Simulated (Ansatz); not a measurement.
Reaction (formal hydrolysis of a Ga–C bond): `[CH3][Ga]([F])[F]` + H₂O → `[OH][Ga]([F])[F]` + CH₄

Isolated molecules relaxed with PBE0-D4/def2-TZVP in Ansatz; ΔE leaves out vibrations. CBS: MP2 limit from def2 TZ/QZ plus the TZ coupled-cluster correction, frozen cores. This one scheme is used for every species. DFT in def2-TZVPP. HSE06 is defined as in plane-wave codes. For Ga outer-core shells are correlated without core-valence functions, which leaves a few kJ/mol of doubt a bond. Scalar relativity is left out up to krypton. Each species was taken in one conformer, which may not be the lowest.

```tsv
level	ΔE (kcal/mol)	difference from CCSD(T)/CBS
PBE0-D4	-9.0	0.0
r2SCAN0-D4	-10.5	-1.5
HSE06-D4	-9.1	-0.1
BHLYP-D4	-11.0	-2.0
HSE06	-9.3	-0.3
LC-ωPBE	-10.0	-1.0
MP2/def2-SVP	-15.8	-6.8
CCSD(T)/def2-SVP	-15.2	-6.2
MP2/def2-TZVPP	-11.8	-2.8
SCS-MP2/def2-TZVPP	-12.8	-3.8
CCSD(T)/CBS	-9.0	0
```

Largest T1 diagnostic among the species: 0.015.

Leaving LDA and LC-ωPBE aside and taking each functional with its dispersion term where it has one, the values, not all of them listed here, spread over 3.0 kcal/mol, from B97M-V to PBE-D4. LDA lies +1.2 kcal/mol from PBE without D4. At CCSD(T), def2-SVP lies −6.2 kcal/mol from the extrapolated value and def2-TZVPP −2.5 kcal/mol. In def2-TZVPP, CCSD(T) changes the Hartree–Fock value by +2.4 kcal/mol (the triples alone add +0.0 kcal/mol) and MP2 by +2.0 kcal/mol.
